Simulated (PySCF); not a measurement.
**Structure from NMR data**

Molecular formula: C$_{8}$H$_{10}$Si. Simulated spectra:

¹H NMR (400 MHz, computed): δ 7.27 (d, 1H), 7.12 (s, 1H), 7.06 (d, 1H), 3.92 (t, 3H), 3.32 (s, 2H), 2.25 (q, 2H).

¹³C{¹H} NMR (computed): δ 146.4 (C), 133.8 (CH), 132.5 (C), 128.0 (C), 119.9 (CH), 118.8 (CH), 21.9 (CH2), 20.1 (CH2).

Theoretical values (PySCF 2.14): geometry: PBE0-D3(BJ)/def2-SVP, σ from GIAO-PBE0/pcSseg-1. Non-relativistic, one computed conformer, averaged over atoms made equivalent by symmetry, fast rotation or ring inversion, in vacuum.

References, each an isolated molecule treated in the same way: ¹H and ¹³C vs TMS.

**Question.** Deduce the structure.

**Answer.** 
- Rings plus π bonds: 5 (2 rings in the answer).
- 8 carbon signals for 8 carbons: no two carbons are equivalent.
- Carbon types of the structure: 3 × C, 3 × CH, 2 × CH2, leaving 3 H on heteroatoms.
- δC 146.4, 132.5, 128.0: substituted aromatic carbon.
- δC 133.8, 119.9, 118.8: aromatic CH.
- δC 21.9: three-membered-ring carbon; carbons of three-membered rings are unusually shielded.
- δC 20.1: sp3 CH2 bonded to Si, on an aromatic ring.
- δH 7.27, 7.12, 7.06: hydrogen on an aromatic CH; aromatic region.
- δH 3.92: hydrogen on a silicon bonded to C.
- δH 2.25: hydrogen on an sp3 CH2 bonded to Si, on an aromatic ring; benzylic-type position, deshielded by the ring.

The compound is `[SiH3]Cc1ccc2c(c1)C2`.

This is the structure that produced the data.

Shifts are as computed. Against solution values, carbons near 30 ppm lie about +2 ppm off and those near 130 ppm about +5 ppm. Of 1211 compounds with measured shifts, 218 miss one by over three times the rms of a fit or turn the order of signals round; such compounds aren't used in these exercises. No couplings were computed; multiplicities are counted from neighbouring protons, with m where these are inequivalent, close in shift, in a saturated or five-membered ring or joined by F or P, and br s for small geminal =CH2 splittings.
